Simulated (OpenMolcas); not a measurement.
# neutral silicon: CASPT2 settings compared

| Property | Result |
| --- | --- |
| Program | OpenMolcas 26.06 |
| Basis | ANO-R3 [6s5p4d2f1g] |
| Scalar Hamiltonian | X2C, finite nucleus |
| Active space | 4 electrons in 8 orbitals (3s 3p 4s 4p) |
| State averaging | 2S+1 = 3 even, 3 roots; 2S+1 = 1 even, 6 roots; 2S+1 = 5 odd, 1 root |
| Spin-orbit coupling | state interaction with AMFI integrals over the reference wave functions, term energies averaged over their components |

Methods on the same reference wave functions:
A. CASSCF
B. SS-CASPT2, IPEA 0.2 Eh, imaginary shift 0.5 Eh (closed shells correlated: 2s 2p)
C. SS-CASPT2, IPEA 0.5 Eh, imaginary shift 0.25 Eh (closed shells correlated: 2s 2p)
D. XMS-CASPT2, IPEA 0.3 Eh, imaginary shift 0.4 Eh (closed shells correlated: none)

Energies in cm⁻¹ above 3s² 3p² ³P₀, the measured ground level; measured values from NIST Handbook of Basic Atomic Spectroscopic Data.

```
      Level      A      B      C      D  Measured
3s² 3p² ³P₀    0.0    0.0    0.0    0.0       0.0
3s² 3p² ³P₁   61.7   61.6   61.7   61.6      77.1
3s² 3p² ³P₂    180    180    180    180       223
3s² 3p² ¹D₂   8330   6550   6310   6470      6299
3s² 3p² ¹S₀  14381  14910  14510  15060     15394
3s 3p³ ⁵S°₂  24781  31200  30720  30650     33326
```

Deviations, from unrounded energies. A percentage is the sum of absolute deviations over the sum of measured energies, with the sign that they share, or ± where signs differ.

```csv
Against measurement,Levels,A,B,C,D
mean absolute deviation (cm-1),5,2300,580,710,650
fine structure of the ground term (%),2,-19.4,-19.5,-19.5,-19.6
other terms of the ground configuration (%),2,±14.0,±3.4,±4.1,±2.3
other configurations (%),1,-25.6,-6.4,-7.8,-8.0
```

B lies closest to measurement on these levels and A furthest from it. The largest miss of B in the table is 3s 3p³ ⁵S°₂, by -2100 cm-1. The ranking rests on the paired levels alone, and a cruder setting can come out closer through cancelling errors.

Among B to D the level of the table that moves most is 3s² 3p² ¹S₀, by 550 cm-1 (lowest in C, highest in D). Moves below CASPT2's spread within the term are not significant.

The mean deviations of B to D differ by less than CASPT2's widest spread within a term (170 cm-1), so their order carries little weight.

From A to B the spin-free energies of the other terms of 3s² 3p² shown, above ³P, scale by factors of 0.78 to 1.04.

The lowest spin-free term lies below A's lowest term by 0.322 hartree in B, 0.319 hartree in C, 0.048 hartree in D.

CASPT2 breaks the degeneracy within a term, and the mean is taken; among the terms shown or strongly mixed into the levels shown the widest spread is 170 cm-1 (3s² 3p² ¹D, D). Active for correlation alone: 4p 4s; no level in the range computed is led by a configuration that fills them, so any true level of that kind is missing. Terms of s pⁿ other than that of highest spin mix with s² pⁿ⁻² d, which this space lacks; all of them can be thousands of cm-1 off, and some have no real level of that name. Without dynamic correlation excited terms often stand tens of per cent too high (terms of higher spin than the ground term too low), and those without a measured partner can miss by more than the paired ones (holds for A). Computed and measured levels are paired by configuration, term and J; levels that our copy of the source lacks, or whose pairing is in doubt (as where it misses far off the trend of its configuration), stay unpaired and out of the deviations. Levels of configurations outside the active space are missing.

° marks odd parity.
